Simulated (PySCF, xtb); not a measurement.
C2H6ClFSi, SMILES F[C@@H](Cl)C[SiH3].

GFN2-xTB run with xtb at its own geometry gives an orbital gap of 6.13 eV and a dipole moment of 2.22 D.

Geometry optimised at PBE-D3(BJ)/def2-SVP. The structure was generated by enumeration; whether it is a known compound was not checked. The values are those of a single conformer.

Q: What does PySCF with PBE/def2-TZVP give? (An estimate is asked for; the answer gives what the named calculation found.)

A: gap 6.52 eV (levels -7.34 and -0.81 eV), dipole 2.13 D.
